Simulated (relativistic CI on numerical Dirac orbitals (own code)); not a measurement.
## Energy levels of Pd⁺

Calculated at this level of theory: Dirac-Coulomb-Breit CI, separate exchange-only KLI orbitals for each configuration, model QED (radiative potential, 1s self-energy scaled to tabulated hydrogen-like ionisation energies), valence Slater integrals scaled by 0.85, configuration energies shifted to the measured levels that pair with them (semi-empirical) (own radial code, finite nucleus).

Configuration list (outside the closed core [Kr]): 4d9, 4d8 5s, 4d8 5p, 4d7 5s2, 4d8 6s, 4d8 5d, 4d8 6p, 4d7 5s 5p, 4d8 4f, 4d8 6d, 4d8 5f, 4d8 5g, 4d8 6f, 4d8 6g, 4d7 5s 6s, 4d7 5p2. Levels of other configurations are missing.

The lowest level is 4d9 2D_5/2, with 99 % of that term; Hund's rules for 4d9 give 2D with J = 5/2, in agreement.

| No. | Configuration | Term | J | E (cm⁻¹) | % | Next component (%) | Lifetime (s) |
| --- | --- | --- | --- | --- | --- | --- | --- |
| 1 | 4d9 | 2D | 5/2 | 0.0 | 99 | 1 4d8 5s 2D |  |
| 2 | 4d9 | 2D | 3/2 | 3302.4 | 99 | 1 4d8 5s 2D | 1.72e+00 |
| 3 | 4d8 5s | 4F | 9/2 | 25108.5 | 99 | 1 2G | 7.01e+01 |
| 4 | 4d8 5s | 4F | 7/2 | 27072.8 | 94 | 5 2F | 1.09e+00 |
| 5 | 4d8 5s | 4F | 5/2 | 28800.2 | 97 | 1 2D | 1.97e+00 |
| 6 | 4d8 5s | 4F | 3/2 | 29815.6 | 94 | 5 2D | 2.39e+00 |
| 7 | 4d8 5s | 2F | 7/2 | 32732.9 | 93 | 5 4F | 3.62e-02 |
| 8 | 4d8 5s | 2F | 5/2 | 35085.0 | 71 | 19 2D | 3.82e-02 |
| 9 | 4d8 5s | 4P | 5/2 | 37440.9 | 67 | 20 2F | 1.05e-01 |
| 10 | 4d8 5s | 4P | 3/2 | 38629.1 | 52 | 37 2D | 6.60e-02 |
| 11 | 4d8 5s | 4P | 1/2 | 40001.0 | 98 | 1 2S | 2.67e+00 |
| 12 | 4d8 5s | 4P | 3/2 | 40583.1 | 48 | 44 2D | 5.36e-02 |
| 13 | 4d8 5s | 2D | 5/2 | 41826.8 | 67 | 24 4P | 3.90e-02 |
| 14 | 4d8 5s | 2G | 9/2 | 45148.8 | 98 | 1 4F | 2.50e-02 |
| 15 | 4d8 5s | 2P | 3/2 | 45241.6 | 84 | 13 2D | 9.44e-03 |
| 16 | 4d8 5s | 2G | 7/2 | 45256.1 | 98 | 1 2F | 3.31e-02 |
| 17 | 4d8 5s | 2P | 1/2 | 45777.4 | 96 | 2 4d7 5s2 2P | 8.38e-03 |
| 18 | 4d8 5p‡ | 4D° | 7/2 | 62953.1 | 91 | 6 4F° | 3.52e-09 |
| 19 | 4d8 5p‡ | 4D° | 5/2 | 65477.0 | 89 | 5 4F° | 3.29e-09 |
| 20 | 4d8 5p‡ | 4G° | 9/2 | 65500.1 | 45 | 30 2G° | 3.24e-09 |
| 21 | 4d8 5p‡ | 4G° | 11/2 | 66287.5 | 99 | 1 2H° | 2.62e-09 |
| 22 | 4d8 5p‡ | 4D° | 3/2 | 67478.0 | 93 | 3 4F° | 3.29e-09 |
| 23 | 4d8 5p‡ | 4G° | 7/2 | 67492.4 | 50 | 30 4F° | 2.88e-09 |
| 24 | 4d8 5p‡ | 4F° | 9/2 | 67518.3 | 68 | 27 2G° | 2.83e-09 |
| 25 | 4d8 5p‡ | 4D° | 1/2 | 68512.9 | 94 | 5 2P° | 3.28e-09 |
| 26 | 4d8 5p‡ | 4G° | 5/2 | 69014.0 | 71 | 18 4F° | 2.89e-09 |
| 27 | 4d8 5s | 2S | 1/2 | 69057.5 | 97 | 1 4P | 3.50e-03 |
| 28 | 4d8 5p‡ | 2F° | 7/2 | 69151.5 | 34 | 32 4G° | 2.69e-09 |
| 29 | 4d8 5p‡ | 4G° | 9/2 | 69938.9 | 51 | 42 2G° | 2.98e-09 |
| 30 | 4d8 5p‡ | 4F° | 3/2 | 70395.8 | 58 | 35 2D° | 2.80e-09 |
| 31 | 4d8 5p‡ | 4F° | 5/2 | 70489.6 | 61 | 17 4G° | 2.74e-09 |
| 32 | 4d8 5p‡ | 2F° | 7/2 | 71043.6 | 43 | 31 4F° | 2.73e-09 |
| 33 | 4d8 5p‡ | 2D° | 5/2 | 71071.0 | 60 | 29 2F° | 1.69e-09 |
| 34 | 4d8 5p‡ | 2G° | 7/2 | 72144.9 | 56 | 21 2F° | 2.81e-09 |
| 35 | 4d8 5p‡ | 2D° | 3/2 | 73099.5 | 39 | 33 4F° | 2.03e-09 |
| 36 | 4d7 5s2‡ | 4F | 9/2 | 73556.7 | 93 | 4 4d7 5p2 4F |  |
| 37 | 4d8 5p‡ | 2F° | 5/2 | 74010.4 | 50 | 36 2D° | 1.41e-09 |
| 38 | 4d8 5p‡ | 4P° | 5/2 | 75446.2 | 71 | 10 2D° | 2.98e-09 |
| 39 | 4d8 5p‡ | 4P° | 3/2 | 75532.0 | 64 | 24 2D° | 2.27e-09 |
| 40 | 4d8 5p‡ | 4P° | 1/2 | 75705.7 | 72 | 24 2P° | 3.68e-09 |
| 41 | 4d7 5s2‡ | 4F | 7/2 | 76182.4 | 95 | 4 4d7 5p2 4F |  |
| 42 | 4d8 5p‡ | 2F° | 5/2 | 77604.5 | 62 | 16 2D° | 2.21e-09 |
| 43 | 4d7 5s2‡ | 4F | 5/2 | 77800.7 | 94 | 4 4d7 5p2 4F |  |
| 44 | 4d8 5p‡ | 2P° | 1/2 | 78120.7 | 66 | 25 4P° | 3.53e-09 |
| 45 | 4d8 5p‡ | 2F° | 7/2 | 78212.3 | 52 | 39 4D° | 2.23e-09 |

Energies count from the lowest computed level; ° marks odd parity; lifetimes are radiative, by E1, M1, E2 decay to levels of this space only; some are left blank where a channel outside the calculation adds to the decay or the decay crosses a small, uncertain gap. ‡ marks configurations that were not tied to measured data.

The mean weight of the leading LS term, summed over parents, in these 45 levels is 75 %, and that of the leading jj configuration (from the same eigenvectors) 58 %, so LS coupling describes them better.

Configurations whose levels could be paired with our table of measured levels were shifted onto them, all but the ground configuration, by the median error of their levels; single terms can still be off by 1,000 to 2,000 cm⁻¹ or more, and rates follow the energies as ν³ (E1, M1) or ν⁵ (E2). The others borrow a shift and can be off by several thousand cm⁻¹ or more. The fine structure of a lone outer electron comes out too small, for d and f at times inverted, and misplaced configurations move strength between like terms. 16 of the 36 excited levels that our extract of the measured tables holds in this range could be paired (the sources list more); they are missed by 1084 cm⁻¹ on average and 2669 at most, after the shifts were fitted to these levels, and levels without a partner can miss by more.

LS names give the leading component of a level, which can be under half, so a name can repeat, a term be missing and a line seem to break the LS rules.
